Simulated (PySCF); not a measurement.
# Excitation energy of N⁺ by level of theory

N⁺ [He] 2s2 2p2 (3P) → N⁺ [He] 2s1 2p3 (5S), as a difference of total energies. Calculation: PySCF 2.14, in aug-cc-pVDZ-DK (4s3p2d, 23 functions); scalar relativity by spin-free X2C-1e. Correlated levels: valence: 1s2 frozen. The calculations carry no spin-orbit coupling.

```
           method  excitation energy (cm⁻¹)  error (cm⁻¹)
              UHF                     33220        -13476
              LDA                     46493          -203
              PBE                     47331          +635
             PBE0                     46163          -533
           r2SCAN                     41539         -5156
             BLYP                     54072         +7376
            wB97X                     45711          -984
           M06-2X                     53891         +7195
          r2SCANh                     41830         -4865
    MP2 (valence)                     41240         -5456
SCS-MP2 (valence)                     44654         -2042
```

Reference: 46696 cm⁻¹ (measured; NIST levels, between the centres of gravity of the two terms).

Errors of the correlated levels include the incompleteness of this basis and the frozen core.
